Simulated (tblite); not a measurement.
Species: C7H13FSi.
Numbering: `[CH2:1]=[C:2]=[CH:3][C@H:4]([CH2:5][F:6])[CH2:7][SiH2:8][CH3:9]` (hydrogens: H10, H11 on C1; H12 on C3; H13 on C4; H14, H15 on C5; H16, H17 on C7; H18, H19 on Si8; H20, H21, H22 on C9)

A start from a force field or distance geometry was refined with GFN2-xTB geometry optimisation, gas phase in tblite 0.8.0. Values at the start:

```tsv
coordinate	start
C1–H10	1.069 Å
C2=C3	1.315 Å
C3–C4	1.483 Å
C3–H12	1.055 Å
C4–C5	1.502 Å
C4–C7	1.493 Å
C4–H13	1.103 Å
C5–H14	1.123 Å
C5–H15	1.081 Å
C7–Si8	1.841 Å
C7–H16	1.135 Å
C7–H17	1.116 Å
Si8–C9	1.874 Å
Si8–H18	1.470 Å
Si8–H19	1.460 Å
C9–H20	1.095 Å
C1–C2–C3	179.2°
C2–C3–C4	114.9°
C3–C4–C5	106.5°
C3–C4–C7	105.9°
C4–C5–F6	114.6°
C4–C7–Si8	116.7°
C5–C4–C7	114.3°
C7–Si8–C9	106.9°
C2–C3–C4–C5	-105°
C3–C4–C5–F6	180°
C4–C7–Si8–C9	148°
```

Q: How do these coordinates change at the GFN2-xTB level?

A: 
```json
{"coordinate": "C7–Si8", "GFN2-xTB (Å or °)": "1.912", "change": "+0.071"}
{"coordinate": "C7–H16", "GFN2-xTB (Å or °)": "1.093", "change": "-0.042"}
{"coordinate": "C4–C7", "GFN2-xTB (Å or °)": "1.529", "change": "+0.036"}
{"coordinate": "C3–H12", "GFN2-xTB (Å or °)": "1.083", "change": "+0.028"}
{"coordinate": "C5–H14", "GFN2-xTB (Å or °)": "1.096", "change": "-0.027"}
{"coordinate": "Si8–C9", "GFN2-xTB (Å or °)": "1.900", "change": "+0.026"}
{"coordinate": "C3–C4", "GFN2-xTB (Å or °)": "1.509", "change": "+0.026"}
{"coordinate": "C7–H17", "GFN2-xTB (Å or °)": "1.092", "change": "-0.024"}
{"coordinate": "C4–C5", "GFN2-xTB (Å or °)": "1.526", "change": "+0.024"}
{"coordinate": "C2=C3", "GFN2-xTB (Å or °)": "1.296", "change": "-0.019"}
{"coordinate": "C5–H15", "GFN2-xTB (Å or °)": "1.095", "change": "+0.014"}
{"coordinate": "C1–H10", "GFN2-xTB (Å or °)": "1.078", "change": "+0.009"}
{"coordinate": "C9–H20", "GFN2-xTB (Å or °)": "1.086", "change": "-0.009"}
{"coordinate": "C4–H13", "GFN2-xTB (Å or °)": "1.094", "change": "-0.009"}
{"coordinate": "Si8–H19", "GFN2-xTB (Å or °)": "1.466", "change": "+0.006"}
{"coordinate": "Si8–H18", "GFN2-xTB (Å or °)": "1.465", "change": "-0.005"}
{"coordinate": "C2–C3–C4", "GFN2-xTB (Å or °)": "124.1", "change": "+9.2"}
{"coordinate": "C3–C4–C7", "GFN2-xTB (Å or °)": "109.9", "change": "+4.0"}
{"coordinate": "C4–C5–F6", "GFN2-xTB (Å or °)": "110.7", "change": "-3.9"}
{"coordinate": "C5–C4–C7", "GFN2-xTB (Å or °)": "111.9", "change": "-2.4"}
{"coordinate": "C3–C4–C5", "GFN2-xTB (Å or °)": "108.6", "change": "+2.1"}
{"coordinate": "C4–C7–Si8", "GFN2-xTB (Å or °)": "114.8", "change": "-1.9"}
{"coordinate": "C1–C2–C3", "GFN2-xTB (Å or °)": "178.9", "change": "-0.3"}
{"coordinate": "C7–Si8–C9", "GFN2-xTB (Å or °)": "106.7", "change": "-0.2"}
{"coordinate": "C2–C3–C4–C5", "GFN2-xTB (Å or °)": "-123", "change": "-18"}
{"coordinate": "C4–C7–Si8–C9", "GFN2-xTB (Å or °)": "164", "change": "+16"}
{"coordinate": "C3–C4–C5–F6", "GFN2-xTB (Å or °)": "164", "change": "-16"}
```

The energy falls by 0.606 eV over 106 L-BFGS steps, the largest force on an atom goes from 3.15 to 0.009 eV/Å, and the atoms move by 0.404 Å rms after alignment. The bond that changes most is C7–Si8 (sp3 carbon bound to silicon to SiH2 silicon), which lengthens by 0.071 Å. Bonds longer at the end by more than 0.005 Å: 10 of 21; shorter: 9. Among the dihedrals that turn most is C7–Si8–C9–H21, from 135° to 177°. Rotational constants go from 1963, 702.2, 559.9 to 1929, 668.9, 533.7 MHz.

Its GFN2-xTB frequencies are all real (lowest 32 cm⁻¹). The numbers are those of one conformer. 3 starts were optimised and ended at 0.00, 1.03 and 1.99 kcal/mol (GFN2-xTB); the lowest of these is shown.

These are computed values.
